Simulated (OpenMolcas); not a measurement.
Fe I: effect of the active space

* Program: OpenMolcas
* Method: SS-CASPT2 or its RAS form, IPEA 0.25 Eh, imaginary shift 0.1 Eh
* Basis: ANO-RCC-VTZP
* Scalar Hamiltonian: DKH2, point nucleus
* Spin-orbit coupling: RASSI with atomic mean-field integrals over the reference wave functions, term energies averaged over their components

A. 6 electrons in 5 orbitals (3d); 2S+1 = 5 even, 5 roots; 2S+1 = 3 even, 45 roots; 2S+1 = 1 even, 50 roots (35 in the spin-orbit step); closed shells correlated: 3s 3p 4s; CASPT2 step of the order of 17 core-seconds
B. 8 electrons in 6 orbitals (3d 4s); 2S+1 = 5 even, 15 roots; 2S+1 = 3 even, 73 roots (68 in the spin-orbit step); 2S+1 = 1 even, 22 roots; closed shells correlated: 3s 3p; CASPT2 step of the order of 40 core-seconds
C. 8 electrons in 9 orbitals (RAS2 3d 4s; RAS3 4p, at most 2 electrons); 2S+1 = 5 even, 15 roots; 2S+1 = 3 even, 68 roots kept (CI in the orbitals of an earlier block, 54 in the spin-orbit step); 2S+1 = 1 even, 32 roots kept (CI in the orbitals of an earlier block, 31 in the spin-orbit step); 2S+1 = 5 odd, 90 roots (78 in the spin-orbit step); 2S+1 = 7 odd, 15 roots kept (CI in the orbitals of an earlier block); 2S+1 = 3 odd, 37 roots kept (CI in the orbitals of an earlier block, 15 in the spin-orbit step); 2S+1 = 1 odd, 13 roots kept (CI in the orbitals of an earlier block, 0 in the spin-orbit step); closed shells correlated: 3s 3p; CASPT2 step roughly 8 core-minutes
D. 8 electrons in 11 orbitals (3d 4s 4d); 2S+1 = 5 even, 15 roots; 2S+1 = 3 even, 30 roots kept (CI in the orbitals of an earlier block); 2S+1 = 1 even, 9 roots kept (CI in the orbitals of an earlier block, 0 in the spin-orbit step); closed shells correlated: 3s 3p; CASPT2 step about 2.6 core-hours

Energies in cm-1 above 3d6 4s2 5D4, the measured ground level; measured values from NIST Handbook of Basic Atomic Spectroscopic Data.

```json
{"Level": "3d6 4s2 5D4", "A": "0.0", "B": "0.0", "C": "0.0", "D": "0.0", "Measured": "0.0"}
{"Level": "3d6 4s2 5D3", "A": "428", "B": "386", "C": "386", "D": "382", "Measured": "416"}
{"Level": "3d6 4s2 5D2", "A": "727", "B": "662", "C": "662", "D": "656", "Measured": "704"}
{"Level": "3d6 4s2 5D1", "A": "920", "B": "841", "C": "841", "D": "834", "Measured": "888"}
{"Level": "3d6 4s2 5D0", "A": "1014", "B": "930", "C": "929", "D": "921", "Measured": "978"}
```

Deviations, from unrounded energies. A percentage is the sum of absolute deviations over the sum of measured energies, with the sign that they share, or ± where signs differ.

```tsv
Against measurement	Levels	A	B	C	D
mean absolute deviation (cm-1)	4	26	42	42	48
fine structure of the ground term (%)	4	+3.4	-5.6	-5.6	-6.5
```

A lies closest to measurement on these levels and D furthest from it. The largest miss of A in the table is 3d6 4s2 5D0, by +36 cm-1. The ranking rests on the paired levels alone, and a cruder setting can come out closer through cancelling errors.

The spin-orbit steps hold different terms of 3d6 4s2 (B lacks 1D, 1F, 1S, a 3F, a 3P; C lacks 1D, 1F, 1S, a 3F, a 3P; D lacks among others 1D, 1F, 1G, 1I, 1S), which shifts levels as well.

Among A to D the level of the table that moves most is 3d6 4s2 5D0, by 93 cm-1 (lowest in D, highest in A). Moves below CASPT2's spread within the term are not significant.

CASPT2 does not keep the components of a term degenerate, so their means are used; among the terms shown or strongly mixed into the levels shown the widest spread is 13 cm-1 (3d6 4s2 5D, B). Over all roots computed the reference weight is 0.85 to 0.90 in B, 0.86 to 0.92 in C; the roots of lowest weight are the least certain, and an intruder state may touch them. Some high roots are left out of the spin-orbit mixing, which shifts the levels that they would mix with. With the s shell closed, the reference lacks s² → p², s² → d² and s → d mixing, so excited terms can stand far too high and out of order, with CASPT2 too (holds for A). Active for correlation alone: 4d; no level in the range computed is led by a configuration that fills it, so any true level of that kind is missing (holds for D). Measured partners are found by configuration, term and J. A level has none where our copy of the source lacks it or the pairing is in doubt (some pairs that miss far off the trend of their configuration count as doubtful), and it then counts in no deviation. Levels of configurations outside the active space are missing. The table leaves out levels that lie high or whose names do not pair safely across all columns.
